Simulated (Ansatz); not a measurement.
Species: C2HNO, SMILES `N#CC=O` (charge 0, multiplicity 1).

**Question.** Give a relaxed geometry from B3LYP-D3(BJ)/def2-TZVP (Ansatz, a first-principles code).

**Answer.** the end point of this relaxation (outside a Z-matrix the atoms follow the SMILES, hydrogens last).
Bonds (Å): N1–C2 1.151, C2–C3 1.468, C3–O4 1.198, C3–H5 1.102. Angles (°): N1–C2–C3 177.9, C2–C3–O4 122.5, C2–C3–H5 114.1, O4–C3–H5 123.4.
